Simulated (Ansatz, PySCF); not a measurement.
Here is a job for Ansatz (a first-principles code).
Ansatz 0.2 input:
```yaml
crystal:
  periodic: [false, false, false]
  atoms:
    - {symbol: Sr, position_ang: [-0.41021296, -0.09466902, -0.03657170]}
    - {symbol: F, position_ang: [0.68751268, 1.35864233, -0.92031756]}
    - {symbol: F, position_ang: [1.04449760, -0.95892868, 1.07473142]}
basis:
  gaussian:
    orbitals: def2-SVP
hamiltonian:
  xc: {name: wB97X}
accuracy: high
```

**Question.** Give the equivalent PySCF input.

**Answer.** Several could match; the one computed here: 
```python
from pyscf import gto, scf, dft

mol = gto.M(
    atom='''
Sr   -0.41021296   -0.09466902   -0.03657170
F     0.68751268    1.35864233   -0.92031756
F     1.04449760   -0.95892868    1.07473142
''',
    basis='def2-svp',
    ecp={'Sr': 'def2-svp'},
    verbose=3,
)

mf = dft.RKS(mol)
mf.xc = 'wb97x'
mf.grids.atom_grid = (99, 590)
mf.grids.prune = None
mf.kernel()
```

Both were run: Ansatz gave -230.320442 Eh and PySCF -230.320193 Eh, 0.248 mEh apart.
